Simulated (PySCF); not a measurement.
## Bond length, frequency and bond energy of TeCl by level of theory

State: ²Π (doublet), unpaired electrons π ↑. Set-up: PySCF, spin-free X2C with a Gaussian nucleus, basis sets Te x2c-SVPall, Cl x2c-SVPall. De refers to Te + Cl in their high-spin ground configurations, without counterpoise correction. The functionals are run spin-unrestricted. A positive dipole means Te(−)Cl(+). Levels whose curve was spin-contaminated or gave no clean fit are not listed.

| Level | Re (Å) | ωe (cm⁻¹) | De (eV) | μ (D) | CPU s a point (SCF and correlation, without the integrals) |
| --- | --- | --- | --- | --- | --- |
| UHF | 2.365 | 387 | 1.05 | -2.33 | 0.15 |
| UHF-CCSD | 2.376 | 370 | 1.96 | n/a | n/a |
| UHF-CCSD(T) | 2.382 | 364 | 2.07 | n/a | 2.7 |
| PBE | 2.373 | 367 | 2.94 | -1.46 | 0.87 |
| r²SCAN | 2.362 | 375 | 2.65 | -1.64 | 1.1 |
| r²SCANh | 2.356 | 381 | 2.56 | -1.70 | 1.2 |
| B3LYP | 2.375 | 368 | 2.59 | -1.66 | 0.97 |
| PBE0 | 2.350 | 384 | 2.64 | -1.70 | 1.3 |
| B97-3 | 2.365 | 376 | 2.59 | -1.77 | 0.76 |
| LC-ωPBE | 2.328 | 403 | 2.37 | -1.91 | 1.4 |

Problem. Which functional lies closest to UHF-CCSD(T) in De, which farthest, and by how much do they differ from it?

Solution. Closest is LC-ωPBE (-5.4 pm in Re, +10.7 % in ωe, +0.30 eV in De against UHF-CCSD(T) in the same basis), farthest PBE (-0.9 pm in Re, +0.8 % in ωe, +0.87 eV in De). CCSD(T) converges more slowly with the basis than the functionals do and binds too weakly in this one, so the order can change at the basis-set limit.

Problem. What does the triples do here, going from UHF-CCSD to UHF-CCSD(T)?

Solution. UHF-CCSD(T) less UHF-CCSD: +0.6 pm in Re, -1.6 % in ωe, +0.11 eV in De. Correlation nearly always deepens the well. The bond lengthens, as in strong covalent bonds, where excitations into antibonding orbitals dominate.

Problem. What does all correlation do here, going from UHF to UHF-CCSD(T)?

Solution. UHF-CCSD(T) less UHF: +1.7 pm in Re, -5.9 % in ωe, +1.02 eV in De. Correlation nearly always deepens the well. The bond lengthens, as in strong covalent bonds, where excitations into antibonding orbitals dominate.

Correlated steps freeze 23 core orbitals. Correlated levels converge slowly with the basis: in double zeta they bind strong bonds too weakly, by up to about 1 eV, and carry superposition errors of some tenths. Spin–orbit coupling is left out, which matters for elements this heavy, above all for dissociation energies. The state is the lowest determinant that a PBE0 search found; another state may lie lower at other levels.

The whole job (state search and all levels along the bond) took about 2.4 min on 1 thread of Arm Neoverse V2 (shared host), peak memory 0.61 GiB.
